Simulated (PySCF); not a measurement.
## Frontier orbitals and the lowest excitations

C6H14N (charge +1).
Z-matrix (Å and degrees, PBE0-D3(BJ)/def2-SVP geometry), rows numbered from 1:
```
C 
C   1  1.5215
C   2  1.5168  1  114.27
N   3  1.4852  2  111.78  1    60.08
C   4  1.5138  3  119.33  2    69.18
C   5  1.5329  4   90.12  3   136.35
C   4  1.5123  3  119.57  2   176.72
H   1  1.0987  2  110.55  3   176.37
H   1  1.1044  2  113.09  3   -65.29
H   1  1.1014  2  111.72  3    57.02
H   2  1.1013  1  109.86  3  -119.46
H   2  1.1036  1  110.78  3   124.50
H   3  1.1001  2  112.14  1   179.82
H   3  1.1019  2  111.55  1   -58.84
H   4  1.0262  3  107.84  2   -56.59
H   5  1.0984  4  108.85  3    20.17
H   5  1.0973  4  112.89  3  -101.83
H   6  1.0980  5  113.37  4   102.38
H   6  1.0965  5  116.12  4  -130.39
H   7  1.0983  4  108.81  3   -19.94
H   7  1.0975  4  112.75  3   101.98
```

Computed with TDDFT PBE0/def2-SVPD, vertical, gas phase, core orbitals frozen in the response in PySCF 2.14.0, density-fitted response routines.

Kohn–Sham orbitals with the atoms that hold most of them (Löwdin shares over 4%, at most four atoms; ? is withheld):

```
orbital  ε (eV)                            atoms
 LUMO+2   -3.01  C6 16%, C5 14%, H16 11%, C7 10%
 LUMO+1   -3.09  H13 12%, C3 10%, H16 9%, H20 9%
   LUMO       ?    H15 21%, N4 11%, C7 9%, C5 8%
   HOMO  -13.77                                ?
 HOMO-1  -13.93                                ?
 HOMO-2  -14.35   C1 29%, C2 24%, C3 15%, H13 9%
 HOMO-3  -14.50  C6 26%, H18 12%, C5 12%, C7 11%
```

Problem. Which atoms hold the HOMO-1, and with what shares?

Solution. C1 (bonded to C and 3 H) 26%; C2 (bonded to 2 C and 2 H) 18%; H8 (bonded to C) 13%; C3 (bonded to C, N and 2 H) 12%. By element: carbon 55% or more, hydrogen 13% or more.

Problem. Give the leading atoms of the HOMO.

Solution. C2 (bonded to 2 C and 2 H) 25%; C1 (bonded to C and 3 H) 23%; H12 (bonded to C) 12%; H10 (bonded to C) 11%. By element: carbon 48% or more, hydrogen 23% or more.

Problem. What is the LUMO energy, and the HOMO–LUMO gap?

Solution. ε(LUMO) = -4.07 eV; the gap is 9.71 eV (0.3568 hartree).

Problem. The HOMO–LUMO gap is 9.71 eV. Where does the response calculation put the lowest singlet, and from which orbitals?

Solution. S1 is at 8.57 eV (f = 0.0064), 1.14 eV below the gap, made of HOMO→LUMO (98%). 

Problem. Give energy, strength and leading configuration of S1, S2, S3 and S6, and follow the Löwdin shares of the leading atoms from the occupied to the empty orbital.

Solution. 
- S1 (8.57 eV, f 0.0064), HOMO→LUMO (98%): C2 25% → at most 9%, C1 23% → at most 9%, H15 at most 11% → 21%, N4 at most 11% → 11%
- S2 (8.73 eV, f 0.026), HOMO-1→LUMO (97%): C1 26% → at most 9%, C2 18% → at most 9%, H15 at most 12% → 21%, N4 at most 12% → 11%
- S3 (9.11 eV, f 0.0039), HOMO-2→LUMO (96%): C1 29% → at most 9%, C2 24% → at most 9%, H15 at most 9% → 21%, N4 at most 9% → 11%
- S6 (9.60 eV, f 0.016), HOMO→LUMO+1 (82%): C2 25% → at most 9%, C1 23% → at most 9%, H13 at most 11% → 12%, C3 at most 11% → 10%

Löwdin shares depend on the basis, the more so with diffuse functions.

The run took about 80 s of CPU time (one thread, shared machine).

One conformer stands for the species.
